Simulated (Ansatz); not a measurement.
Total energies of AgAu2⁻ from Ansatz at r2SCAN-D4/def2-TZVPD, gas phase (1 Eh = 27.2114 eV = 2625.5 kJ/mol). The reference geometry is relaxed at PBE0-D4/def2-TZVPD.

Cartesian coordinates in Å:
```
Au -1.042 -0.126 2.405
Au 1.040 0.116 -2.406
Ag 0.002 0.009 0.001
```

```
            state                       geometry  energy (Eh)
charge -1 singlet                      reference   -418.78244
 charge 0 doublet                      reference   -418.65446
charge -1 triplet  relaxed at PBE0-D4/def2-TZVPD   -418.74156
charge -1 quintet  relaxed at PBE0-D4/def2-TZVPD   -418.56299
```

In the def2 sets Ag, Au take a core potential; there is no spin–orbit coupling.

Task: Work out the vertical ionisation energy to the doublet.

Result: E(charge 0 doublet) − E(charge -1 singlet) = -418.65446 − (-418.78244) = 0.12798 Eh = 3.48 eV. For comparison, −ε of the highest occupied level is 1.36 eV at this level, 2.12 eV less.

Task: Which of the charge -1 states is lowest, and how far above it are the others?

Result: The singlet. triplet: -418.74156 − (-418.78244) = 0.04088 Eh = 107.3 kJ/mol; quintet: -418.56299 − (-418.78244) = 0.21945 Eh = 576.2 kJ/mol. The triplet differs in its bonds from the reference.

At r2SCAN-D4/def2-TZVPD the highest occupied level of the charge -1 triplet lies above zero (up to 0.02 eV). It is a level of α spin, whose loss leaves a doublet; that state wasn't run at this geometry and level. The electron is either unbound and held by the finite basis, or the level is raised by self-interaction error. At r2SCAN-D4/def2-TZVPD the highest occupied level of the charge -1 quintet lies above zero (up to 1.40 eV). It is a level of α spin, whose loss leaves a quartet; that state wasn't run at this geometry and level. The electron is either unbound and held by the finite basis, or the level is raised by self-interaction error. 

The structure comes from a short search, and lower isomers may exist.
